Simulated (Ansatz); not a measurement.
Gas-phase electronic energies from Ansatz, PBE0-D4/def2-TZVP geometries. CCSD(T)/CBS is the MP2 limit (def2-TZVPP, def2-QZVPP) plus CCSD(T) − MP2 in def2-TZVPP, frozen cores. This one scheme is used for every species. Functionals use def2-TZVPP. For Se outer-core shells are correlated without core-valence functions, which leaves a few kJ/mol of doubt a bond. Scalar relativity is left out up to krypton. One conformer a species, not always the lowest.

`OCOB[SeH]` + SiH₄ → `OCOB[SiH3]` + H₂Se  (formal exchange of groups at a B–Se bond)

`OCOB[SeH]`:

```xyz
10

O     0.101   -2.079    0.776
C     0.071   -0.715    0.595
O    -0.084   -0.419   -0.780
B    -0.042    0.813   -1.313
Se    0.243    2.502   -0.379
H    -0.747   -2.446    0.509
H    -0.753   -0.237    1.142
H     1.030   -0.330    0.952
H    -0.197    0.921   -2.491
H     0.378    1.989    0.990
```

SiH₄:

Cartesian coordinates in Å:
```
Si 0.000 0.000 0.000
H 0.969 0.960 0.585
H 0.383 -1.383 0.381
H 0.010 0.127 -1.479
H -1.361 0.296 0.513
```

`OCOB[SiH3]`:

Z-matrix (Å, degrees):
```
C
O 1 1.419
O 1 1.384 2 112.0
H 1 1.093 2 105.6 3 122.8
H 1 1.092 2 110.0 3 -118.2
B 2 1.351 1 121.1 3 62.0
H 3 0.962 1 109.0 2 68.0
Si 6 2.034 2 125.5 1 0.1
H 6 1.201 2 114.3 1 -178.0
H 8 1.491 6 108.6 2 -97.3
H 8 1.491 6 109.7 2 145.8
H 8 1.490 6 115.0 2 24.0
```

H₂Se:

Z-matrix (Å, degrees):
```
Se
H 1 1.467
H 1 1.467 2 91.2
```

```
         level  ΔE (kJ/mol)
     r2SCAN-D4         88.5
 HF/def2-TZVPP         91.5
MP2/def2-TZVPP         97.3
 HF/def2-QZVPP         91.3
```

Q: What does CCSD(T)/CBS give? (Estimate.)

A: The calculation gave: +88.4 kJ/mol. The listed levels differ from it by 0.1, 3.1, 8.9, 2.9 kJ/mol.

Largest T1 diagnostic among the species: 0.014.
